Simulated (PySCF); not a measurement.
In(OH)(SiH3)2 (H₇InOSi₂), SMILES [OH][In]([SiH3])[SiH3].

Geometry: PBE0-D3(BJ)/def2-SVP. The structure was generated by enumeration; whether it is a known compound was not checked. The def2 effective core potentials stand for the cores of In; spin–orbit coupling is left out. Other conformers were not sampled.

Level of theory: CAM-B3LYP/def2-TZVP (PySCF).

Isolated molecule, no solvent.

Computed frontier levels, gap, dipole moment and polarisability:
```yaml
highest_occupied_level: -8.30 eV
lowest_empty_level: -1.06 eV
orbital_gap: 7.24 eV
dipole_moment: 1.79 D
quadrupole, principal values (traceless, Buckingham form, about the centre of nuclear charge): -9.71, 3.15, 6.56 D·Å
mean_static_polarisability: 106.9 bohr³ (15.83 Å³)
polarisability_principal_values: 77.6, 98.0, 145.0 bohr³
```
